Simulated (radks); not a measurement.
All-electron atom: Co3+ in [Ar] 3d6. All-electron calculation, Dirac Kohn-Sham, PBE, spin-unpolarised, spherical densities, finite nucleus; open shells fill j = l - 1/2 first; Fermi nuclear charge, rms radius 3.7875 fm. Program: a radial shooting solver on a logarithmic mesh with Libxc functionals.

Unscreened Slater integrals over Kohn-Sham orbitals (cm^-1). Large and small components are both included.

integral          value
F0(3d5/2,3d5/2)  215020
F2(3d5/2,3d5/2)  100190
F4(3d5/2,3d5/2)   62463
F0(3d5/2,3d3/2)  215460
F2(3d5/2,3d3/2)  100380
G2(3d5/2,3d3/2)  100290
G4(3d5/2,3d3/2)   62531
F0(3d5/2,3p3/2)  228450
F2(3d5/2,3p3/2)  108500
G1(3d5/2,3p3/2)  134100
G3(3d5/2,3p3/2)   81568
F0(3d5/2,3p1/2)  229650
G3(3d5/2,3p1/2)   81966
F0(3d3/2,3d3/2)  215910
F2(3d3/2,3d3/2)  100580
F0(3d3/2,3p3/2)  228950
F2(3d3/2,3p3/2)  108720
G1(3d3/2,3p3/2)  134300
G3(3d3/2,3p3/2)   81699
F0(3d3/2,3p1/2)  230160
G1(3d3/2,3p1/2)  135210
F0(3p3/2,3p3/2)  245330
F2(3p3/2,3p3/2)  122840
F0(3p3/2,3p1/2)  246720
G2(3p3/2,3p1/2)  123420
F0(3p1/2,3p1/2)  248130
